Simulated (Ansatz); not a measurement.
Input file for C3H8Zn (`CC[CH2][ZnH]`):

```yaml
crystal:
  periodic: [false, false, false]
  atoms:
    - {symbol: C, position_ang: [-0.476679, 1.349930, 0.066299]}
    - {symbol: C, position_ang: [0.002705, 0.172537, 0.898495]}
    - {symbol: C, position_ang: [0.796289, -0.850814, 0.088638]}
    - {symbol: Zn, position_ang: [-0.150195, -1.627018, -1.439301]}
    - {symbol: H, position_ang: [-1.164410, 1.026016, -0.723682]}
    - {symbol: H, position_ang: [-1.002010, 2.091753, 0.672882]}
    - {symbol: H, position_ang: [0.363660, 1.853171, -0.421021]}
    - {symbol: H, position_ang: [0.616078, 0.553423, 1.725384]}
    - {symbol: H, position_ang: [-0.860899, -0.309134, 1.370437]}
    - {symbol: H, position_ang: [1.712942, -0.384564, -0.295025]}
    - {symbol: H, position_ang: [1.129958, -1.671864, 0.733764]}
    - {symbol: H, position_ang: [-0.890340, -2.258735, -2.642969]}
basis:
  gaussian: {orbitals: def2-TZVPP}
correlation: {method: ccsd_t, frozen_orbitals: {C: 1, H: 0, Zn: 9}}
```

```sh
$ ansatz run in.yaml --threads 4 --pin off --events-out ev --progress --plain --max-ram 10444MiB
```

Log, shortened:

```
Functional definition: HF
1620 factors; integrals over basis functions are off by at most 9.3e-4 eV
mean field evaluation 1: about -51590.6165 eV, gradient 3.8e1 eV
mean field evaluation 2: about -51590.9089 eV, gradient 3.8e1 eV
mean field evaluation 4: about -51594.7694 eV, gradient 6.6e0 eV
mean field evaluation 8: about -51594.8403 eV, gradient 4.7e-1 eV
mean field -51594.84079779 eV, -1896.0754270795 hartree, gradient 1.4e-6 eV, S^2 0.000000; 0 other end points of the search recorded, 0 dependent functions left out
12 core orbitals not correlated: weight in the atoms' cores, before any rotation towards them, 1.000 or more for the frozen orbitals, at most 0.000 for the correlated occupied ones
reference -51594.84079779 eV, -1896.0754270795 hartree; 16, 16 occupied and 241, 241 virtual orbitals, 1620 factors
second order -28.72175166 eV of doubles, -0.00000000 eV of singles
cycle   1  -27.56621285 eV  change     1.2e0 eV  update   1.3e-1
cycle   2  -28.35032413 eV  change   -7.8e-1 eV  update   5.1e-2
cycle   3  -28.54129123 eV  change   -1.9e-1 eV  update   2.1e-2
cycle   4  -28.51759467 eV  change    2.4e-2 eV  update   6.0e-3
cycle   5  -28.51289767 eV  change    4.7e-3 eV  update   2.4e-3
cycle   6  -28.51420575 eV  change   -1.3e-3 eV  update   8.1e-4
cycle   7  -28.51390534 eV  change    3.0e-4 eV  update   2.9e-4
cycle   8  -28.51364547 eV  change    2.6e-4 eV  update   8.5e-5
cycle   9  -28.51367783 eV  change   -3.2e-5 eV  update   2.9e-5
cycle  10  -28.51370401 eV  change   -2.6e-5 eV  update   1.0e-5
perturbative correction -1.01121015 eV, -0.0371612877 hartree
Total energy: -51624.36571195 eV, -1897.1604476622 hartree
```

It took 4 min on 4 threads of an Arm Neoverse V1 on a shared host, with 6.9 GiB of host memory at the peak.

MP2 recovers 97.3 % of the CCSD(T) correlation energy and the triples give 3.4 %; T1 = 0.0128.
